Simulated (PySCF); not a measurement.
**NMR problem set**

[PySCF 2.14: geometry: GFN2-xTB; NMR shieldings at PBE0/pcSseg-1/GIAO; non-relativistic; one averaged value for each set of equivalent atoms; isolated molecule; a single conformation]

Scale: ¹H (31.72 ppm), ¹³C (186.93 ppm) against TMS (reference shieldings calculated alike). Where no couplings were computed, multiplicities follow the n + 1 count of equivalent neighbours, and m marks all less simple cases (inequivalent or close neighbours, rings, F or P nearby). Shifts are as computed. Against solution values, carbons near 30 ppm lie about +3 ppm off and those near 130 ppm about +5 ppm; carbons on Cl a further +6 ppm. Of 1211 compounds with measured shifts, 218 miss one by over three times the rms of a fit or turn the order of signals round; such compounds aren't used in these exercises. Carbons bonded to Cl come out too deshielded.

Problem. C₈H₁₁ClO. ¹H NMR (400 MHz, computed): δ 6.62 (m, 1H), 5.97 (m, 1H), 5.72 (m, 1H), 2.48 (q, 2H), 2.05 (s, 3H), 1.20 (t, 3H). ¹³C{¹H} NMR (computed): δ 177.3, 171.8, 142.4, 136.7, 132.9, 36.3, 25.3, 15.7. Identify the compound.

Solution. SMILES C=C/C(C(=O)Cl)=C(\C)CC. Rings plus π bonds: 3 (no ring in the answer). 8 carbon signals for 8 carbons: no two carbons are equivalent. Carbon types of the structure: 3 × C, 1 × CH, 2 × CH2, 2 × CH3, which accounts for all hydrogens. δC 171.8: β carbon of a C=C–C=O unit; conjugation with the carbonyl draws π density from the β position. δC 142.4: alkene CH; the olefinic region. δC 136.7: α carbon of a C=C–C=O unit; the olefinic region. δC 132.9: terminal =CH2 carbon; the olefinic region.

This is the structure that produced the data.

Problem. C₉H₉N. ¹H NMR (500 MHz, computed): δ 7.54 (m, 1H), 7.38 (m, 1H), 6.46 (d, 2H), 4.99 (m, 2H), 3.25 (m, 2H), 3.25 (m, 1H). ¹³C{¹H} NMR (computed): δ 150.5 (CH2), 143.2 (CH), 121.2 (CH), 91.8 (C), 49.0 (CH), 46.7 (CH). What is it?

Solution. SMILES C1=C[C@]2(N=C)C=C[C@@H]3[C@H]1[C@H]23. The formula gives 6 degrees of unsaturation (3 rings in the answer). 6 carbon signals for 9 carbons: some carbons are equivalent by symmetry or fast rotation. Carbon types of the structure: 1 × C, 7 × CH, 1 × CH2, which accounts for all hydrogens. δC 150.5: C=N carbon. δC 143.2, 121.2: alkene CH; an sp2 carbon of a C=C bond. δC 91.8: allylic fully substituted sp3 carbon bonded to N; the inductive effect lowers its shielding. δH 6.46, 4.99: hydrogen on an alkene CH; olefinic region.

This is the structure that produced the data.
